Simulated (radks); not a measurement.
All-electron atom: Cl6+ in [Ne] 3s1. Calculated with a radial shooting solver on a logarithmic mesh with Libxc functionals: scalar-relativistic Kohn-Sham, PBE, spin-polarised, spherical densities, finite nucleus; open shells are filled with parallel spins first; Fermi nuclear charge, rms radius 3.3654 fm.

Local quantities along the radius. ELF = 1/(1 + alpha^2) is the electron localisation function; alpha = (tau - tau_W)/tau_unif compares the Pauli kinetic energy density with that of the uniform gas (summed over spins); -r V(r) is the screened charge that the Kohn-Sham potential of spin up presents (atomic units); s = |grad rho|/(2 (3 pi^2)^(1/3) rho^(4/3)) is the reduced gradient; 4 pi r^2 rho is in e/bohr. tau is taken from the large components.

r (bohr)    ELF     alpha  -r V(r)       s  4 pi r^2 rho
0.004173  1.000   0.01095    16.84  0.4268        0.6401
0.005263  1.000   0.01140    16.79  0.4237        0.9774
0.006584  1.000   0.01203    16.73  0.4236         1.457
0.008303  1.000   0.01296    16.65  0.4264         2.178
0.01047   1.000   0.01427    16.55  0.4325         3.207
0.01321   1.000   0.01616    16.42  0.4424         4.631
0.01652   1.000   0.01884    16.26  0.4562         6.455
0.02083   0.999   0.02304    16.06  0.4759         8.839
0.02628   0.999   0.02976    15.81  0.5027         11.65
0.03287   0.998   0.04061    15.53  0.5375         14.56
0.04146   0.996   0.06086    15.16  0.5857         17.32
0.05228   0.990    0.1010    14.74  0.6494         19.19
0.06541   0.967    0.1838    14.25  0.7273         19.56
0.08249   0.872    0.3824    13.68  0.8162         18.25
0.104     0.588    0.8378    13.02  0.8678         15.77
0.1312    0.288     1.571    12.29  0.7707         13.54
0.1641    0.236     1.798    11.51  0.5055         13.14
0.207     0.420     1.175    10.72  0.3089         15.06
0.261     0.703    0.6494    9.915  0.3190         17.92
0.3266    0.838    0.4391    9.130  0.4346         18.97
0.4118    0.870    0.3861    8.381  0.6197         16.48
0.5194    0.817    0.4725    7.752  0.8979         11.12
0.6498    0.545    0.9136    7.284   1.286         5.880
0.8195    0.158     2.306    6.959   1.568         2.597
1.033     0.262     1.678    6.787   1.213         1.438
1.303     0.884    0.3618    6.724   1.312         1.010
1.63      0.994   0.07606    6.532   2.219        0.5527
2.056     1.000   0.01764    6.465   4.400        0.1747
2.593     1.000  0.004762    6.365   10.48       0.02789
3.244     1.000  0.001552    6.181   30.68      0.002117

On this mesh the ELF has minima near r = 0.15, 0.92 bohr, which separate the shells, and maxima near 0.41 (0.87).
